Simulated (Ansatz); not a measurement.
A barrier at the coupled-cluster level

Start structure (GeSiH₅F, closed shell), relaxed at PBE0-D4/def2-TZVP:

```tsv
atom	x (Å)	y (Å)	z (Å)
Si1	-0.1236	0.3573	1.1705
Ge2	0.0966	-0.2394	-1.1279
F3	0.4661	-1.9508	-1.1654
H4	-1.1959	-0.0821	-1.9487
H5	1.2696	0.4479	-1.8496
H6	-1.2245	-0.4263	1.7851
H7	-0.4395	1.8079	1.2554
H8	1.1514	0.0856	1.8806
```

The step: GeSiH₅F ([F][GeH2][SiH3]) → SiH₃F ([F][SiH3]) + GeH₂; bonds formed: Si1–F3; bonds broken: Si1–Ge2, Ge2–F3. Computed with Ansatz 0.2.0 (basis: def2-TZVPP and def2-QZVPP); correlated methods freeze the cores. Filled d shells of the heavier atoms are correlated. The def2 sets are not built for correlating such inner shells, so the correlated values are less sure here. Extrapolation: Hartree–Fock as exp(−7.88 √X), correlation as X^−2.97. Energies below are by CCSD(T) at an estimated basis limit (MP2 extrapolated from triple and quadruple zeta, plus CCSD(T) − MP2 in triple zeta).

Problem. What are the electronic barrier and the energy of the step, from the start structure to the end structure? (Judge from chemistry; the value comes from the calculation.)

Solution. The calculation gives: Barrier 33.94 kcal/mol; step energy 19.43 kcal/mol (uphill); reverse barrier, their difference, 14.51 kcal/mol. Barrier and step energy count from the start structure, the reverse barrier from the end structure.

The saddle point: One imaginary mode of 287i cm⁻¹.
| pair | start (Å) | saddle (Å) | end (Å) |
| --- | --- | --- | --- |
| Si1–F3 | 3.34 | 1.84 | 1.63 |
| Si1–Ge2 | 2.38 | 2.52 | 3.39 |
| Ge2–F3 | 1.75 | 2.00 | 2.37 |

Zero-point energy (harmonic, PBE0-D4): ZPE is 26.76 kcal/mol at the start and 26.25 kcal/mol at the saddle, so the barrier goes from 33.94 to 33.44 kcal/mol.

First-order rate constant out of the start structure at 698 K by transition-state theory, with harmonic vibrational free energies alone and no tunnelling: ΔA‡ = 35.84 kcal/mol, so k = (kB T/h) exp(−ΔA‡/kB T) ≈ 10^2 s⁻¹ (an order of magnitude at best: rotation, the number of equivalent paths and anharmonicity are left out).

The T1 diagnostic stays at or below 0.014.

Losses and insertions of silylenes and their heavier kin drive the gas-phase chemistry of silicon and germanium vapour deposition.

Labels in which every atom is bracketed show which atoms are joined, not bond orders.

For scale, one of the runs: CCSD(T)/def2-TZVPP, 191 basis functions (an equivalent command: `ansatz run in.yaml --threads 4`). The run took 41 s on 4 CPU threads (shared host), with 2 GiB of host memory at its peak.
